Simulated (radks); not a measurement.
Values are calculated unless marked as measured or tabulated.
The mean radii <r> (bohr) of the occupied orbitals of an atom or ion are listed with their occupations. Level of theory: scalar-relativistic Kohn-Sham, PBE, spin-unpolarised, spherical densities, point nucleus (a radial shooting solver on a logarithmic mesh with Libxc functionals).

orbital  occ.      <r>
1s          2  0.03610
2s          2   0.1578
2p          6   0.1374
3s          2   0.4283
3p          6   0.4261
3d          7   0.3995
4s          2   0.9368

Name the element and its charge.

Answer. Z = 41, niobium, charge +14: Nb14+ in [Ar] 3d7 4s2. The 1s radius gives Z: for a bare nucleus <r> = (2 gamma + 1)/(2Z) with gamma = sqrt(1 - (Z/c)^2), 0.03547 bohr for Z = 41, and screening makes it slightly larger (0.03610 here). The occupations add up to 27, and the charge is Z minus that.
